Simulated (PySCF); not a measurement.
**Two-dimensional NMR puzzle**

Compound of formula C5H13NSi. Correlations simulated from computed shifts and the bond graph:

HSQC (one-bond C–H):
```csv
δH,δC
6.06,140.8
5.40,120.6
5.23,120.6
2.53,40.9
1.98,25.1
```

COSY cross peaks (H two or three bonds apart, from the bond graph; peaks can be absent where the dihedral angle is near 90°):
```csv
δH,δH
6.06,5.40
6.06,5.23
6.06,1.98
5.40,5.23
4.61,1.98
```

HMBC (two and three bonds, from the bond graph):
```csv
δH,δC
6.06,"120.6, 25.1"
5.40,"140.8, 25.1"
5.23,"140.8, 25.1"
4.61,"140.8, 40.9, 25.1"
2.53,40.9
1.98,"140.8, 120.6"
```

PySCF 2.14 calculation with σ from GIAO-PBE0/pcSseg-1 and GFN2-xTB geometry; one computed conformer, equivalent nuclei averaged, non-relativistic Hamiltonian, no solvent.

References, each an isolated molecule treated in the same way: TMS for 1H, 13C.

Exchangeable hydrogens are left out of these lists.

Work out the connectivity.

Results:

SMILES C=CC[SiH2]N(C)C.

Numbering as in the mapped SMILES `[CH2:1]=[CH:2][CH2:3][SiH2:4][N:5]([CH3:6])[CH3:7]`; H(Xn) means a hydrogen on atom n. Ha(C1) is cis to C3; Hb(C1) is trans to C3.

- δC 140.8 is C2, an alkene CH (δH 6.06).
- δC 120.6 is C1, a terminal =CH2 carbon (δH 5.23, 5.40).
- δC 40.9 is C6/C7, a methyl carbon bonded to N (δH 2.53).
- δC 25.1 is C3, an allylic sp3 CH2 bonded to Si (δH 1.98).
- COSY links 6.06–5.40, 6.06–5.23, 6.06–1.98, 5.40–5.23, 4.61–1.98.

This is the structure that produced the data.

Shifts are as computed. Against solution values, carbons near 30 ppm lie about +3 ppm off and those near 130 ppm about +5 ppm. Of 1211 compounds with measured shifts, 218 miss one by over three times the rms of a fit or turn the order of signals round; such compounds aren't used in these exercises.
